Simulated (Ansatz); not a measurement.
Si8NH16⁺, a doped cluster cut from the lattice of silicon (N on a surface site). Total charge 1; singlet. Geometry PBE-D4/def2-SVP.

```xyz
25

Si   -0.594   -1.305    2.503
Si    1.609   -2.154   -0.679
Si   -1.880   -0.529   -0.876
Si   -0.843    2.097    0.670
Si    0.526    1.197   -2.103
Si   -0.543   -2.081    0.284
Si    0.242    0.892    2.384
Si    2.330    0.044   -1.129
N    -1.012    1.163   -0.984
H     0.249   -2.143    3.421
H    -2.026   -1.253    2.961
H     2.569   -2.858    0.239
H     1.504   -2.867   -2.000
H    -3.153   -0.181   -0.159
H    -2.158   -0.844   -2.316
H    -2.280    2.380    1.002
H    -0.141    3.358    0.253
H     0.025    0.535   -3.353
H     0.732    2.666   -2.330
H    -1.273   -3.387    0.106
H    -0.085    1.722    3.596
H     1.719    0.921    2.123
H     3.392    0.079   -2.194
H     2.786    0.799    0.085
H    -1.695    1.750   -1.504
```

Single mean-field runs in def2-TZVP are fitted with def2-universal-jkfit.

**Question.** Estimate the orbital energies around the gap (eV) in Ansatz with PBE-D4/def2-TZVP, PBE0-D4/def2-TZVP.

**Answer.** 
```
orbital  PBE-D4/def2-TZVP  PBE0-D4/def2-TZVP
 HOMO−5            -11.32             -12.53
 HOMO−4            -11.25             -12.40
 HOMO−3            -10.73             -11.81
 HOMO−2            -10.66             -11.74
 HOMO−1            -10.59             -11.65
   HOMO            -10.37             -11.37
   LUMO             -6.26              -5.46
 LUMO+1             -5.40              -4.63
 LUMO+2             -5.26              -4.48
 LUMO+3             -4.97              -4.16
 LUMO+4             -4.82              -3.98
 LUMO+5             -4.68              -3.85
```
